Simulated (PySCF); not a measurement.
Compound: C4H11Si (doublet state).
Atom-mapped SMILES: `[CH3:1][C:2]([CH3:3])[CH2:4][SiH3:5]` (hydrogens: H6, H7, H8 on C1; H9, H10, H11 on C3; H12, H13 on C4; H14, H15, H16 on Si5)

Structure used (GFN2-xTB), in Å, numbered top down from 1:
```
atom  x, y, z in Å
C1    -1.2362    1.2876   -0.2600
C2    -0.6123   -0.0152    0.0865
C3    -0.9527   -0.6894    1.3655
C4     0.2770   -0.6795   -0.8758
Si5    2.0761   -0.1067   -0.4926
H6    -2.1756    1.1509   -0.8118
H7    -0.5747    1.8758   -0.8969
H8    -1.4692    1.8658    0.6342
H9    -0.1185   -1.2982    1.7156
H10   -1.8140   -1.3608    1.2511
H11   -1.2085    0.0342    2.1393
H12    0.2219   -1.7643   -0.7864
H13    0.0283   -0.4069   -1.9012
H14    2.3933   -0.5072    0.8782
H15    3.0323   -0.7249   -1.4166
H16    2.1252    1.3478   -0.6405
```

The hyperfine couplings belong to this conformer and change with its torsions.

Method used: UKS B3LYP, pcH-1 on C H Si, non-relativistic, mean-field spin-orbit, GIAO (PySCF 2.14.0). Isolated species at its GFN2-xTB geometry (one conformer only). A GFN2-xTB geometry isn't a minimum of the functional, and hyperfine couplings can be far from their values at a DFT geometry. No stability test was run, so a lower SCF solution isn't excluded.

(1) What is the g tensor, term by term?

(2) What are the electron Larmor frequencies g μB B/h along the three axes at 350 mT?

(3) At 94.035 GHz, how far is the centre of the isotropic spectrum from where a free electron (g = 2.002319) resonates?

(4) What effective moment and Curie constant follow for a powder?

(5) In a frozen sample, at which fields do the three g values resonate at 9.5, 34, 94 and 263 GHz (hyperfine left aside), and which band first spreads them over more than twice a line width of 1.0 mT?

Answers

(1) 
```csv
Δg (ppm),1,2,3
relativistic mass correction,-144,-144,-144
gauge correction,-6,31,22
orbital Zeeman/spin–orbit,-53,879,1039
total,-203,767,917
```

So g = 2.00212, 2.00309, 2.00324 and g_iso = 2.00281; the tensor is close to axial: the two nearest values differ by 13 % of g3 − g1. Axes: g2 points within 5° of the C2–C4 bond.

(2) 9.8077, 9.8125, 9.8132 GHz for g1, g2 and g3, a range of 5.5 MHz.

(3) B = hν/(g μB) with μB/h = 13.99624 MHz/mT gives 3355.40 mT for the free electron and 3354.58 mT at g_iso, 0.83 mT lower.

(4) With the mean of g² = 4.0113 and S(S+1) = 0.75: μ_eff = √(⟨g²⟩S(S+1)) = 1.734 μB and χT = 0.12505·⟨g²⟩·S(S+1) = 0.376 cm³ K/mol (cgs; spin-Hamiltonian part alone).

(5) 
```tsv
band	GHz	B(g3) mT	B(g2) mT	B(g1) mT	spread mT
X	9.5	338.83	338.85	339.02	0.19
Q	34.0	1212.65	1212.74	1213.33	0.68
W	94.0	3352.62	3352.87	3354.49	1.88
J	263.0	9380.20	9380.90	9385.45	5.25
```

The spread grows in proportion to the frequency. J band is the first where it exceeds 2.0 mT.

The Mulliken spin populations are largest on C2 (+0.92), C3 (-0.08), C1 (-0.08) and Si5 (+0.07). C2 is the only atom above +0.15. The angles at C2 add up to 359.9°, so it is planar.

The HOMO–LUMO gaps are 4.95 eV among the α and 7.73 eV among the β orbitals.
